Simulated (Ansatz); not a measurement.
Basis-set series for C$_{2}$H$_{7}$BCl$_{2}$O (`C[OH+][B-](C)(Cl)Cl`). Charge 0, multiplicity 1. The geometry is a stationary point of PBE0-D4/def2-TZVP. It is one conformer, not always the lowest.

```xyz
13

C    -0.783   -1.507    1.040
O    -0.727   -0.343    0.184
B     0.725    0.267   -0.268
C     0.371    1.501   -1.189
Cl    1.553   -1.128   -1.102
Cl    1.532    0.728    1.329
H    -0.265   -1.301    1.976
H    -1.831   -1.750    1.200
H    -0.281   -2.301    0.496
H    -1.201    0.391    0.598
H    -0.182    1.195   -2.081
H    -0.207    2.268   -0.663
H     1.295    1.980   -1.520
```

```csv
functional,basis,functions,energy (Eh),HOMO (eV),LUMO (eV)
PBE0-D4,def2-TZVPP,306,-1100.58579,-7.96,-0.09
PBE0-D4,def2-QZVPP,578,-1100.62270,-8.00,-0.38
ωB97M-V,def2-TZVPP,306,-1100.96627,-10.23,1.43
ωB97M-V,def2-QZVPP,578,-1101.00159,-10.28,0.88
```

Q: Give the rows for def2-SVP. (Best estimate.)

A: The calculation gave: 
| functional | basis | functions | energy (Eh) | HOMO (eV) | LUMO (eV) |
| --- | --- | --- | --- | --- | --- |
| PBE0-D4 | def2-SVP | 127 | -1100.06996 | -7.69 | 0.46 |
| ωB97M-V | def2-SVP | 127 | -1100.44515 | -9.92 | 2.17 |

Positive LUMOs are unbound and depend on the basis.

Computed with Ansatz.
